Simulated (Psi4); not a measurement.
fluoromethane (CH3F), singlet, at a GFN2-xTB geometry. Base run: Psi4 with MP2/3-21G.

Input for Psi4:
```
memory 2 GB

molecule {
0 1
  C    -0.61381076    0.09837073    0.07127920
  F     0.72439532   -0.11609326   -0.08412091
  H    -0.86205911   -0.06032531    1.12128664
  H    -0.82870216    1.12501025   -0.22731794
  H    -1.14593208   -0.61006993   -0.56455569
}

set basis 3-21g
set freeze_core true

energy('mp2')
print_variables()
```

Variants of this job, named by their change:

```
change               basis functions      E (Eh)  MP2 correlation (Eh)
-------------------  ---------------  ----------  --------------------
base                              24  -138.48738              -0.20770
basis = 6-31G*                    36  -139.33502              -0.30084
basis = pcseg-1                   43           …                     …
basis = def2-SVP                  43           …                     …
basis = 6-31+G*                   44  -139.35207              -0.30820
basis = 6-311G**                  54  -139.43740              -0.35948
basis = 6-311++G**                65  -139.44678              -0.36381
basis = aug-cc-pVDZ               73  -139.41548              -0.35811
basis = def2-TZVP                 80  -139.52447              -0.42318
basis = pcseg-2                  102           …                     …
basis = cc-pVTZ                  102  -139.52795              -0.43333
basis = def2-TZVPD                 …           …                     …
basis = cc-pVQZ                  200  -139.57541              -0.46911
```

Problem. What belongs in the gaps?

Solution. 
- basis = pcseg-1, E (Eh): -139.33235
- basis = pcseg-1, MP2 correlation (Eh): -0.33106
- basis = def2-SVP, E (Eh): -139.26065
- basis = def2-SVP, MP2 correlation (Eh): -0.33114
- basis = pcseg-2, E (Eh): -139.51986
- basis = pcseg-2, MP2 correlation (Eh): -0.42393
- basis = def2-TZVPD, basis functions: 104
- basis = def2-TZVPD, E (Eh): -139.52885
- basis = def2-TZVPD, MP2 correlation (Eh): -0.42659

Totals compare only among sets that treat the same electrons; sets with core potentials leave the core out.
